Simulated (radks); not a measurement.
Results of a calculation; reference values are marked as such.
Question: Ionisation of the palladium ion Pd32+, [Ne] 3s2 3p2, to Pd33+, [Ne] 3s2 3p1, under several functionals. Scalar-relativistic Kohn-Sham, spin-polarised, spherical densities, point nucleus; open shells are filled with parallel spins first (spin-orbit coupling, left out, can overturn this in heavy ions); a radial shooting solver on a logarithmic mesh with Libxc functionals. The NIST Atomic Spectra Database gives 1962 eV (semi-empirical). Rank these functionals by the error of their Delta-SCF ionisation energy: OLYP; exchange-only LDA; XLYP; PBE.

Answer: From best to worst: OLYP 1945.1 eV (-16.9); XLYP 1943.4 eV (-18.6); PBE 1942.8 eV (-19.2); exchange-only LDA 1940.0 eV (-22.0). Open shells are spherical and high-spin; term and fine-structure splittings are not resolved.
